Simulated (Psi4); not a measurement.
Two rigid molecules brought together: HCl ··· CH3Br (SMILES Cl and CBr). Monomers: optimised at B3LYP-D3(BJ) (def2-TZVP), held rigid. Orientation: a random orientation, not optimised. Only R, the distance of the centres of mass, is varied, so the lowest point isn't the relaxed dimer.

Geometry at R = 4.05 Å (first 2 atoms: monomer A):
```
7

Cl     0.6410     0.0000     0.0000
H     -0.6410     0.0000     0.0000
C      2.3956    -2.0705     3.7395
Br     1.6782    -0.2526     3.8482
H      2.2482    -2.4220     2.7245
H      1.8505    -2.6820     4.4498
H      3.4496    -2.0233     3.9895
```

Methods: PBE/def2-TZVP, counterpoise-corrected (Psi4); PBE-D3(BJ)/def2-TZVP, counterpoise-corrected (Psi4); SAPT0/jun-cc-pVDZ, frozen core (Psi4).

Interaction energies in kJ/mol; the last columns give the difference from SAPT0:

```
R / Å  PBE/def2-TZVP  PBE-D3(BJ)/def2-TZVP  SAPT0/jun-cc-pVDZ  PBE/def2-TZVP − SAPT0/jun-cc-pVDZ  PBE-D3(BJ)/def2-TZVP − SAPT0/jun-cc-pVDZ
-----  -------------  --------------------  -----------------  ---------------------------------  ----------------------------------------
3.48            7.77                  4.05               9.61                              -1.84                                     -5.56
3.67            3.72                  0.49               4.98                              -1.26                                     -4.49
3.86            1.63                 -1.14               2.55                              -0.92                                     -3.69
4.05            0.59                 -1.74               1.28                              -0.68                                     -3.02
4.26            0.09                 -1.81               0.57                              -0.48                                     -2.38
4.44           -0.07                 -1.65               0.27                              -0.34                                     -1.92
4.75           -0.10                 -1.25               0.04                              -0.15                                     -1.29
5.09           -0.04                 -0.83              -0.02                              -0.02                                     -0.81
5.53            0.04                 -0.45              -0.02                               0.07                                     -0.43
6.22            0.09                 -0.16               0.00                               0.09                                     -0.16
7.26            0.05                 -0.05               0.01                               0.05                                     -0.05
8.55            0.02                 -0.02               0.00                               0.02                                     -0.02
```

PBE/def2-TZVP is furthest from SAPT0/jun-cc-pVDZ at 3.48 (-1.84 kJ/mol, below); its mean absolute difference over the points is 0.49 kJ/mol.

PBE-D3(BJ)/def2-TZVP is furthest from SAPT0/jun-cc-pVDZ at 3.48 (-5.56 kJ/mol, below); its mean absolute difference over the points is 1.99 kJ/mol.
